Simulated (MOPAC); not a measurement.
A run for MOPAC: PM3 on CdIn, 2S+1 = 2, a spin state set in the input, which need not be the lowest, a point of a bond scan (R = 2.965 Å).

```
PM3 1SCF PRECISE CHARGE=0 UHF MS=0.5 THREADS=1
CdIn

Cd     0.00000000 1     0.00000000 1     0.00000000 1
In     0.00000000 1     0.00000000 1     2.96505300 1
```

Output:

```
*******************************************************************************
 **                                                                           **
 **                              MOPAC v23.2.5                                **
 **                                                                           **
 *******************************************************************************
 ** MOPAC's Digital Object Identifier: https://doi.org/10.5281/zenodo.6511958 **
 **                                                                           **
 ** Please cite the open-source release paper for use of this MOPAC version:  **
 ** J. E. Moussa and J. J. P. Stewart (2026)                                  **
 ** MOPAC: An open-source semiempirical molecular orbital program             **
 ** J. Open Source Softw., 11(119), 8025, https://doi.org/10.21105/joss.08025 **
 *******************************************************************************

                              PM3 CALCULATION RESULTS

 *******************************************************************************
 *  PM3        - The PM3 Hamiltonian to be used
 *  UHF        - UNRESTRICTED HARTREE-FOCK CALCULATION
 *
 *
 *
 *                 CHARGE ON SYSTEM = 0
 *
 *
 *
 *  MS=        - IN MECI, MAGNETIC COMPONENT OF SPIN =  0.5
 *  PRECISE    - TIGHTER CRITERIA TO BE USED
 *  1SCF       - DO 1 SCF AND THEN STOP
 *  THREADS=1  - MULTI-THREADING NOT USED
 *  T=         - A TIME OF 172800.0 SECONDS REQUESTED
 *  DUMP=N     - RESTART FILE WRITTEN EVERY 7200.0 SECONDS REQUESTED
 *******************************************************************************
PM3 1SCF PRECISE CHARGE=0 UHF MS=0.5 THREADS=1
 CdIn

   ATOM   CHEMICAL          X               Y               Z
  NUMBER   SYMBOL      (ANGSTROMS)     (ANGSTROMS)     (ANGSTROMS)

     1      Cd          0.00000000  *   0.00000000  *   0.00000000  *
     2      In          0.00000000  *   0.00000000  *   2.96505300  *



          CARTESIAN COORDINATES

    NO.       ATOM           X           Y           Z

     1        Cd          0.0000      0.0000      0.0000
     2        In          0.0000      0.0000      2.9651

 Cd: (PM3): J. J. P. STEWART, J. COMP. CHEM. 12, 320-341 (1991).
 In: (PM3): J. J. P. STEWART, J. COMP. CHEM. 12, 320-341 (1991).

           Empirical Formula: Cd In  =     2 atoms



      MOLECULAR POINT GROUP   :   C*v


          UHF CALCULATION, NO. OF ALPHA ELECTRONS =    3
                           NO. OF BETA  ELECTRONS =    2

 -------------------------------------------------------------------------------
 PM3 1SCF PRECISE CHARGE=0 UHF MS=0.5 THREADS=1
 CdIn



     1SCF WAS SPECIFIED, SO BFGS WAS NOT USED
     SCF FIELD WAS ACHIEVED


                              PM3 CALCULATION
                                                       MOPAC v23.2.5 Linux




          FINAL HEAT OF FORMATION =         13.32810 KCAL/MOL =      55.76478 KJ/MOL


          COSMO AREA              =         90.72 SQUARE ANGSTROMS
          COSMO VOLUME            =         72.97 CUBIC ANGSTROMS

          IONIZATION POTENTIAL    =          5.752926 EV
          ALPHA SOMO LUMO (EV)    =         -5.753 -1.426
          BETA  SOMO LUMO (EV)    =         -7.602 -0.697
          NO. OF ALPHA ELECTRONS  =          3
          NO. OF BETA  ELECTRONS  =          2
          MOLECULAR WEIGHT        =        227.2300         POINT GROUP:  C*v

          MOLECULAR DIMENSIONS (Angstroms)

            Atom       Atom       Distance
           In     2   Cd     1     2.96505
           In     2   Cd     1     0.00000
           Cd     1   In     2     0.00000


          SCF CALCULATIONS        =          1





   ATOM   CHEMICAL          X               Y               Z
  NUMBER   SYMBOL      (ANGSTROMS)     (ANGSTROMS)     (ANGSTROMS)

     1      Cd          0.00000000  *   0.00000000  *   0.00000000  *
     2      In          0.00000000  *   0.00000000  *   2.96505300  *

                             CARTESIAN COORDINATES

   1   Cd        0.000000000     0.000000000     0.000000000
   2   In        0.000000000     0.000000000     2.965053000


           Empirical Formula: Cd In  =     2 atoms



      MOLECULAR POINT GROUP   :   C*v


          ALPHA EIGENVALUES
 -13.64952  -8.74775  -5.75293  -1.42645   0.22240  21.57985  21.61015  21.63140


           BETA EIGENVALUES
 -11.93102  -7.60210  -0.69736   0.61549   0.61727  21.36544  21.39625  21.41146


              NET ATOMIC CHARGES AND DIPOLE CONTRIBUTIONS

  ATOM NO.   TYPE          CHARGE      No. of ELECS.   s-Pop       p-Pop
    1         Cd           0.555120        1.4449     1.44360     0.00128
    2         In          -0.555120        3.5551     1.99175     1.56337
 DIPOLE           X         Y         Z       TOTAL
 POINT-CHG.     0.000     0.000    -7.906     7.906
 HYBRID        -0.000    -0.000    -0.735     0.735
 SUM           -0.000    -0.000    -8.640     8.640


          ATOMIC ORBITAL ELECTRON POPULATIONS

     Atom    s        px        py        pz
    1 Cd   1.44360   0.00017   0.00000   0.00111
    2 In   1.99175   0.99983   0.00000   0.56354


                    (SZ)    =    0.500000
                    (S**2)  =    0.777111


          ATOMIC ORBITAL SPIN POPULATIONS

    Atom   Total    s     px     py     pz
         Atomic
    1 Cd -0.1290 -0.129  0.000  0.000 -0.000
    2 In  1.1290 -0.007  1.000  0.000  0.136

 **********************
 *                    *
 * JOB ENDED NORMALLY *
 *                    *
 **********************




 == MOPAC DONE ==
```

The run finished.

Cost: about 0.03 core-seconds (a rough figure).
